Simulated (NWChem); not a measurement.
System: C₂H₂N₂O; SMILES c1nnco1

Computed with NWChem. The geometry was optimised at PBE0/def2-SVP. Ions are spin-unrestricted doublets at the neutral geometry; other ion states weren't tried.

Question: What does the run give for r2SCAN/def2-SVP? Quantities: vertical ionisation energy, ΔSCF (eV); −ε(HOMO) (eV).

Answer: 
```json
{
 "vertical ionisation energy, ΔSCF (eV)": "10.59",
 "−ε(HOMO) (eV)": "6.76"
}
```
